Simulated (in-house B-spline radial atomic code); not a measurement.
# Excitations of Ne6+ by several methods

Full response, energies in eV; labels give the largest channel, * marks a mixed state, a dash one above the method's threshold, and an imaginary frequency an unstable closed-shell reference. Computed with an all-electron radial atomic-structure program (B-spline basis): linear response of the closed shell [He] 2s2 with each method's own kernel (bare exchange for TDHF, static screening on G0W0 levels for BSE, the adiabatic kernel for functionals); non-relativistic, point nucleus, no spin-orbit coupling, no double excitations, S, P, D and F terms only.

```tsv
method	2s → 2p 3P	2s → 2p 1P	2s → 3s 3S	α (bohr³)
TDHF	7.811	23.717	118.40	0.5251
BSE on G0W0@HF	12.116	25.190	121.16	0.4603
LDA VWN5	11.638	24.243	118.20	0.4935
PBE	10.749	24.639	118.12	0.4932
PBE0	?	?	?	?
B3LYP (VWN-RPA)	9.586	24.084	117.09	0.5062
CAM-B3LYP	?	?	?	?
LC-wPBE	10.660	24.628	117.65	0.4949
wB97X	9.775	24.220	118.74	0.5258
HSE06	10.223	24.381	118.50	0.5024
BHandHLYP	8.777	23.891	116.95	0.5141
BLYP	9.396	24.221	116.43	0.5017
PBEsol	11.007	24.669	117.99	0.4935
BP86	10.771	24.614	118.95	0.4982
LDA exchange-only	10.188	24.426	116.66	0.4901
B97-1	11.181	24.493	118.55	0.5032
RPBE	10.746	24.855	117.95	0.4946
OLYP	9.885	25.038	115.98	0.4995
```

What does PBE0 give?

2s → 2p 3P: 10.392; 2s → 2p 1P: 24.463; 2s → 3s 3S: 118.49; α: 0.5002 (eV, bohr³).

What does CAM-B3LYP give?

2s → 2p 3P: 9.621; 2s → 2p 1P: 24.124; 2s → 3s 3S: 116.69; α: 0.505 (eV, bohr³).
